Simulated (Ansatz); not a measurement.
Born–Oppenheimer molecular dynamics of CH3AlO2 (7 atoms, charge 0, multiplicity 1). It starts from a relaxed structure.

Method: RKS B3LYP-D4/6-31G* in Ansatz.

| Item | Value |
| --- | --- |
| ensemble | NVT, Nosé–Hoover chain |
| time step | 0.5 fs |
| steps asked | 300 |
| set temperature | 1000 K |
| thermostat | time constant 100 fs, chain length 3 (defaults) |
| seed | 700157 |

Frames 0.5 fs apart, positions in Å, forces in eV/Å.

Velocities at 60.0 fs (Å/ps):

```
O -5.71 2.40 -7.20
C 12.22 -7.24 11.14
O -11.58 2.34 -5.17
Al 3.37 0.38 1.38
H 14.13 27.53 17.61
H 23.34 -20.91 -1.91
H 1.26 -6.03 10.93
```

```xyz
7
Properties=species:S:1:pos:R:3:forces:R:3 time_fs=60.0 energy_less_start_eV=0.152 T=867
O -0.254 -1.000 0.724 0.16 0.27 0.12
C 0.953 -0.691 0.444 -2.51 0.55 -0.44
O 1.091 0.292 -0.358 1.02 0.13 -0.28
Al -0.796 0.624 -0.395 0.07 -0.62 0.53
H 1.742 -1.244 0.898 1.08 -0.31 0.16
H -1.040 1.955 0.428 -0.03 -0.09 0.00
H -1.732 0.099 -1.561 0.21 0.07 -0.09
7
Properties=species:S:1:pos:R:3:forces:R:3 time_fs=60.5 energy_less_start_eV=0.176 T=832
O -0.256 -0.999 0.720 0.51 0.17 0.21
C 0.959 -0.694 0.449 -3.10 1.07 -0.84
O 1.086 0.293 -0.361 1.19 -0.16 -0.06
Al -0.794 0.624 -0.394 0.10 -0.76 0.47
H 1.751 -1.231 0.907 1.19 -0.44 0.25
H -1.029 1.945 0.427 -0.07 0.05 0.08
H -1.731 0.096 -1.555 0.18 0.07 -0.11
7
Properties=species:S:1:pos:R:3:forces:R:3 time_fs=61.0 energy_less_start_eV=0.206 T=789
O -0.259 -0.998 0.717 0.83 0.06 0.30
C 0.964 -0.698 0.455 -3.54 1.49 -1.17
O 1.080 0.294 -0.364 1.37 -0.43 0.15
Al -0.792 0.624 -0.393 0.12 -0.89 0.40
H 1.762 -1.218 0.916 1.18 -0.49 0.29
H -1.017 1.934 0.427 -0.11 0.19 0.16
H -1.730 0.094 -1.550 0.16 0.07 -0.14
7
Properties=species:S:1:pos:R:3:forces:R:3 time_fs=61.5 energy_less_start_eV=0.238 T=742
O -0.262 -0.996 0.713 1.11 -0.05 0.40
C 0.968 -0.701 0.460 -3.81 1.81 -1.41
O 1.075 0.295 -0.366 1.54 -0.67 0.35
Al -0.791 0.624 -0.392 0.14 -1.02 0.33
H 1.776 -1.207 0.927 1.04 -0.47 0.26
H -1.006 1.924 0.426 -0.15 0.33 0.24
H -1.728 0.091 -1.545 0.13 0.07 -0.16
7
Properties=species:S:1:pos:R:3:forces:R:3 time_fs=62.0 energy_less_start_eV=0.272 T=691
O -0.264 -0.995 0.710 1.36 -0.16 0.50
C 0.972 -0.704 0.465 -3.91 2.03 -1.58
O 1.070 0.296 -0.369 1.70 -0.88 0.52
Al -0.789 0.624 -0.392 0.15 -1.14 0.27
H 1.792 -1.197 0.938 0.78 -0.37 0.16
H -0.995 1.915 0.426 -0.18 0.45 0.31
H -1.726 0.089 -1.541 0.10 0.07 -0.18
7
Properties=species:S:1:pos:R:3:forces:R:3 time_fs=62.5 energy_less_start_eV=0.309 T=636
O -0.267 -0.994 0.706 1.56 -0.27 0.61
C 0.975 -0.706 0.469 -3.87 2.17 -1.67
O 1.065 0.297 -0.371 1.85 -1.06 0.67
Al -0.787 0.624 -0.391 0.15 -1.23 0.20
H 1.811 -1.188 0.949 0.44 -0.24 0.01
H -0.985 1.907 0.427 -0.21 0.56 0.38
H -1.724 0.086 -1.537 0.08 0.07 -0.20
7
Properties=species:S:1:pos:R:3:forces:R:3 time_fs=63.0 energy_less_start_eV=0.350 T=575
O -0.269 -0.993 0.703 1.72 -0.38 0.72
C 0.977 -0.708 0.473 -3.72 2.26 -1.72
O 1.060 0.298 -0.374 2.00 -1.21 0.80
Al -0.786 0.623 -0.390 0.14 -1.29 0.15
H 1.831 -1.179 0.960 0.04 -0.09 -0.17
H -0.975 1.900 0.429 -0.24 0.65 0.44
H -1.721 0.084 -1.534 0.05 0.07 -0.22
7
Properties=species:S:1:pos:R:3:forces:R:3 time_fs=63.5 energy_less_start_eV=0.394 T=509
O -0.270 -0.991 0.700 1.84 -0.49 0.83
C 0.979 -0.709 0.477 -3.51 2.32 -1.73
O 1.056 0.298 -0.376 2.13 -1.34 0.91
Al -0.784 0.623 -0.389 0.12 -1.33 0.11
H 1.850 -1.171 0.971 -0.36 0.05 -0.35
H -0.965 1.895 0.432 -0.26 0.71 0.47
H -1.719 0.082 -1.530 0.03 0.08 -0.24
7
Properties=species:S:1:pos:R:3:forces:R:3 time_fs=64.0 energy_less_start_eV=0.439 T=441
O -0.272 -0.990 0.696 1.93 -0.59 0.94
C 0.980 -0.710 0.481 -3.28 2.36 -1.74
O 1.052 0.299 -0.378 2.26 -1.43 1.00
Al -0.782 0.622 -0.388 0.09 -1.33 0.08
H 1.869 -1.162 0.982 -0.74 0.17 -0.51
H -0.956 1.891 0.436 -0.27 0.73 0.49
H -1.716 0.081 -1.528 0.01 0.08 -0.25
7
Properties=species:S:1:pos:R:3:forces:R:3 time_fs=64.5 energy_less_start_eV=0.482 T=376
O -0.273 -0.989 0.694 1.97 -0.69 1.04
C 0.980 -0.711 0.484 -3.04 2.41 -1.75
O 1.048 0.299 -0.380 2.37 -1.50 1.06
Al -0.780 0.622 -0.387 0.05 -1.29 0.07
H 1.886 -1.153 0.991 -1.07 0.26 -0.65
H -0.948 1.889 0.441 -0.28 0.73 0.48
H -1.713 0.079 -1.526 -0.01 0.08 -0.25
7
Properties=species:S:1:pos:R:3:forces:R:3 time_fs=65.0 energy_less_start_eV=0.520 T=320
O -0.274 -0.989 0.691 1.98 -0.78 1.14
C 0.979 -0.711 0.487 -2.81 2.45 -1.77
O 1.045 0.299 -0.382 2.46 -1.54 1.11
Al -0.778 0.621 -0.386 0.01 -1.23 0.07
H 1.901 -1.143 0.998 -1.34 0.32 -0.75
H -0.940 1.889 0.448 -0.28 0.69 0.46
H -1.711 0.077 -1.525 -0.02 0.09 -0.26
7
Properties=species:S:1:pos:R:3:forces:R:3 time_fs=65.5 energy_less_start_eV=0.548 T=277
O -0.275 -0.988 0.688 1.96 -0.86 1.24
C 0.978 -0.710 0.489 -2.60 2.49 -1.81
O 1.042 0.298 -0.384 2.54 -1.56 1.14
Al -0.777 0.620 -0.385 -0.05 -1.13 0.09
H 1.912 -1.133 1.004 -1.53 0.34 -0.82
H -0.933 1.891 0.455 -0.28 0.62 0.41
H -1.708 0.076 -1.524 -0.03 0.09 -0.26
```

Of the whole run (150 fs, mean temperature of the second half 668 K): The conserved energy stayed within 0.38 meV per atom of its start (net change 0.3 meV per atom), so the integration is sound. The mean temperature of the second half is 33 % below the set value. A run of 0.15 ps of so small a system gives no equilibrium averages.

The run took 3.5 min on 1 thread of AMD EPYC 9R45 96-Core Processor (Zen 5) (shared host), peak memory 0.13 GiB.
